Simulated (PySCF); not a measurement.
# How methods differ on the ionisation energy of Pd

Pd [Kr] 4d10 (1S) → Pd⁺ [Kr] 4d9 (2D), as a difference of total energies. All numbers are calculated (PySCF 2.14, the spin-free X2C one-electron Hamiltonian (Gaussian nucleus), in x2c-QZVPPall with one added diffuse shell each of s, p, d, f, g type (14s9p8d5f3g, 143 functions)). Correlated levels: valence: [Kr] frozen; valence and next inner shell: [Ar] 3d10 frozen. The calculations carry no spin-orbit coupling.

| method | ionisation energy (eV) | error (eV) |
| --- | --- | --- |
| UHF | 6.250 | -2.262 |
| LDA | 9.299 | +0.787 |
| PBE | 8.854 | +0.342 |
| PBE0 | 8.437 | -0.075 |
| r2SCAN | 8.481 | -0.031 |
| MP2 (valence) | 8.746 | +0.234 |
| SCS-MP2 (valence) | 8.497 | -0.015 |
| MP2 (valence and next inner shell) | 8.970 | +0.458 |
| SCS-MP2 (valence and next inner shell) | 8.623 | +0.111 |

Reference: 8.512 eV (measured; NIST levels, between the centres of gravity of the two terms).
